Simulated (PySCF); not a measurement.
C2F5, SMILES F[C](F)C(F)(F)F, multiplicity 2.

Coordinates come from a PBE0-D3(BJ)/def2-SVP optimisation. The isomer is the one that the SMILES or the coordinates give; other isomers of the formula were not compared.

These are TDA-PBE/def2-SVPD (PySCF) values and carry that method's errors.

Vertical excitations. Isolated molecule, no solvent.

| state | energy (eV) | λ (nm) | f | main pairs |
|---|---|---|---|---|
| root 1 | 5.96 | 208 | 0.005 | β HOMO→LUMO 93 % |
| root 2 | 6.12 | 203 | 0.015 | α HOMO→LUMO 95 % |
| root 3 | 6.34 | 195 | 0.001 | β HOMO−1→LUMO 100 % |
| root 4 | 6.57 | 189 | 0.004 | α HOMO→LUMO+1 98 % |
| root 5 | 6.72 | 184 | 0.000 | β HOMO−2→LUMO 99 % |
| root 6 | 6.96 | 178 | 0.004 | α HOMO→LUMO+2 23 %, β HOMO−3→LUMO 77 % |
| root 7 | 7.05 | 176 | 0.018 | α HOMO→LUMO+2 75 %, β HOMO−3→LUMO 22 % |
| root 8 | 7.31 | 170 | 0.000 | β HOMO−4→LUMO 80 %, β HOMO−5→LUMO 20 % |
| root 9 | 7.67 | 162 | 0.021 | α HOMO→LUMO+3 96 % |
| root 10 | 7.84 | 158 | 0.022 | β HOMO−5→LUMO 70 %, β HOMO−4→LUMO 16 % |
Unrestricted roots are not spin-pure.
